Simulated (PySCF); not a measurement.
Compound: C₇H₄ClNO.
Bonds: Cl1–C2, C2–C3 (aromatic), C3–C4 (aromatic), C4–C5 (aromatic), C5–C6 (aromatic), C6–O7 (aromatic), O7–C8 (aromatic), C8–C9 (aromatic), C9–N10 (aromatic), C2–N10 (aromatic), C4–C8 (aromatic). Hydrogens: H11 on C3; H12 on C5; H13 on C6; H14 on C9.

NICS is the negative of the GIAO shielding at a point without a nucleus: at the ring centre (0) and 1 Å above and below it (1); zz is the component along the ring normal. Level: GIAO PBE0/pcSseg-1 (PySCF, non-relativistic, gas phase) on the GFN2-xTB geometry, one conformer.

Rings: 1. C2–C3–C4–C8–C9–N10; 2. C4–C5–C6–O7–C8.

| set | NICS(0) | NICS(1), two faces | NICS(1)zz, two faces |
| --- | --- | --- | --- |
| P | -10.0 | -11.5 / -11.6 | -28.0 / -28.0 |
| Q | -10.8 | -10.2 / -10.2 | -24.3 / -24.3 |

Question: Which set (ppm) belongs to which ring?

Answer: P = 1, Q = 2.
- 1 (6-membered ring with N; formal bonds all aromatic): mean NICS(1)zz -28.0 ppm, shielded, aromatic by this magnetic criterion (flat ring, no four-coordinate atom), though in fused rings the probe also feels the neighbouring ring.
- 2 (5-membered ring with O; formal bonds all aromatic): mean NICS(1)zz -24.3 ppm, shielded. For a flat ring without four-coordinate atoms the NICS criterion counts such a value as aromatic, though in fused rings the probe also feels the neighbouring ring.

Question: How do the rings differ in shape?

Answer: 
```tsv
ring	bond lengths (Å)	rms pucker (Å)	HOMA	nearest outside atom to a NICS(1) probe (Å)
1	1.383, 1.393, 1.416, 1.387, 1.316, 1.326	0.00	0.96	hydrogen 2.65
2	1.427, 1.355, 1.350, 1.351, 1.416	0.00	0.37	hydrogen 2.41
```

HOMA = 1 − mean of α(R − Ropt)² over the ring bonds, with Krygowski's 1993 parameters (CC: Ropt 1.388 Å, α 257.7 Å⁻²; CN: Ropt 1.334 Å, α 93.52 Å⁻²; CO: Ropt 1.265 Å, α 157.38 Å⁻²).
